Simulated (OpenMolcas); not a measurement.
# Ir6+ in a point-charge field

Ir6+ among 5 point charges of -1.5 e arranged as a trigonal bipyramid (D3h), 2.12 Å from the ion, with the axial distance 2.586 Å.
```
   2.1200    0.0000    0.0000  -1.50
  -1.0600    1.8360    0.0000  -1.50
  -1.0600   -1.8360    0.0000  -1.50
   0.0000    0.0000    2.5864  -1.50
   0.0000    0.0000   -2.5864  -1.50
```

| Property | Result |
| --- | --- |
| Program | OpenMolcas |
| Method | SS-CASPT2, IPEA 0.25 Eh, imaginary shift 0.1 Eh (closed shells correlated: 4f 5s 5p) |
| Basis | ANO-RCC-VDZP [7s6p4d2f] |
| Scalar Hamiltonian | DKH2, point nucleus |
| Active space | 3 electrons in 5 orbitals (5d) |
| State averaging | 2S+1 = 4 even, 10 roots; 2S+1 = 2 even, 40 roots |
| Spin-orbit coupling | state interaction with AMFI integrals over the reference wave functions |

The lowest spin-free states (labels of D3, the rotations of D3h), above the lowest:

```tsv
State	Degeneracy	E (cm-1)	Free-ion L (%)
4E	2	0	F (100)
4A1	1	1150	F (100)
4A2	1	1150	F (100)
4E	2	1670	F (100)
4A2	1	2390	F (96)
4A2	1	12970	P (96)
2A1	1	15030	G (97)
4E	2	15050	P (100)
2E	2	15230	G (90)
2E	2	15670	G (90)
2E	2	15730	G (95)
2A2	1	16450	G (100)
2A1	1	16460	G (100)
2E	2	19120	H (66)
2A2	1	19190	H (89)
2E	2	19970	H (83)
2A2	1	20100	P (87)
2E	2	20200	P (69)
2A1	1	21640	H (100)
2A2	1	21640	H (100)
```

The lowest levels with spin-orbit coupling:

```json
{"E (cm-1)": "0", "Degeneracy": "2", "Label": "E3/2", "2S+1": "4 (81 %)", "g": "0.00 0.00 1.54"}
{"E (cm-1)": "640", "Degeneracy": "2", "Label": "E1/2", "2S+1": "4 (82 %)", "g": "0.15 1.11 1.11"}
{"E (cm-1)": "8130", "Degeneracy": "2", "Label": "E1/2", "2S+1": "4", "g": "0.00 0.00 5.23"}
{"E (cm-1)": "8530", "Degeneracy": "2", "Label": "E1/2", "2S+1": "4", "g": "1.18 3.29 3.29"}
{"E (cm-1)": "8810", "Degeneracy": "2", "Label": "E3/2", "2S+1": "4", "g": "0.00 0.00 2.75"}
{"E (cm-1)": "14470", "Degeneracy": "2", "Label": "E1/2", "2S+1": "4 (85 %)", "g": "0.00 0.00 8.41"}
{"E (cm-1)": "14610", "Degeneracy": "2", "Label": "E3/2", "2S+1": "4 (82 %)", "g": "0.00 0.00 3.61"}
{"E (cm-1)": "14780", "Degeneracy": "2", "Label": "E1/2", "2S+1": "4 (81 %)", "g": "1.22 4.75 4.75"}
{"E (cm-1)": "14850", "Degeneracy": "2", "Label": "E1/2", "2S+1": "4 (84 %)", "g": "0.00 0.00 5.64"}
{"E (cm-1)": "17520", "Degeneracy": "2", "Label": "E3/2", "2S+1": "4 (56 %)", "g": "0.00 0.00 3.81"}
{"E (cm-1)": "18210", "Degeneracy": "2", "Label": "E1/2", "2S+1": "4 (56 %)", "g": "0.04 0.04 8.44"}
{"E (cm-1)": "18230", "Degeneracy": "2", "Label": "E1/2", "2S+1": "4 (55 %)", "g": "1.01 1.01 1.08"}
{"E (cm-1)": "18340", "Degeneracy": "2", "Label": "E1/2", "2S+1": "4 (53 %)", "g": "0.04 0.04 6.29"}
{"E (cm-1)": "18980", "Degeneracy": "2", "Label": "E1/2", "2S+1": "4 (51 %)", "g": "1.43 2.27 2.27"}
{"E (cm-1)": "19090", "Degeneracy": "2", "Label": "E3/2", "2S+1": "4 (52 %)", "g": "0.00 0.00 4.19"}
{"E (cm-1)": "19120", "Degeneracy": "2", "Label": "E3/2", "2S+1": "4 (59 %)", "g": "0.00 0.00 11.00"}
{"E (cm-1)": "21100", "Degeneracy": "2", "Label": "E1/2", "2S+1": "4 (69 %)", "g": "1.99 1.99 2.28"}
{"E (cm-1)": "28060", "Degeneracy": "2", "Label": "E1/2", "2S+1": "2 (79 %)", "g": "1.17 3.37 3.37"}
{"E (cm-1)": "28330", "Degeneracy": "2", "Label": "E1/2", "2S+1": "2 (76 %)", "g": "0.00 0.00 6.60"}
{"E (cm-1)": "28560", "Degeneracy": "2", "Label": "E3/2", "2S+1": "2 (77 %)", "g": "0.00 0.00 3.28"}
```

Powder χT (cm3 K/mol): 0.0744 at 2 K, 0.0754 at 10 K, 0.0805 at 50 K, 0.0869 at 100 K, 0.0993 at 200 K, 0.11 at 300 K. The effective moment at 300 K is 2.828 √(χT) = 0.94 μB.

Roots that are degenerate in the reference are averaged as groups; the widest CASPT2 spread within a group is 130 cm-1 (the 2-fold group of multiplicity 4 near 0 cm-1 above the lowest state of its run). Shifts and gaps below about the spread of the groups concerned are not significant. Spin-orbit coupling mixes the spin-free states strongly: the lowest level takes only 26 % from its leading state, 4E. The ground term spreads over less than 5000 cm-1, several times less than with real ligands, so orbital moments are less quenched and χT lies further from the spin-only value than at real sites. Free-ion shares, where given, are those of the reference states; single-state CASPT2 does not remix them. Point charges carry no covalency, so the field is a model and not that of real ligands. No measured value stands beside these numbers.

The CASPT2 steps took 8.2 s on 1 thread of AMD EPYC 9R45 (Zen 5) (shared host); the integral step is not counted.
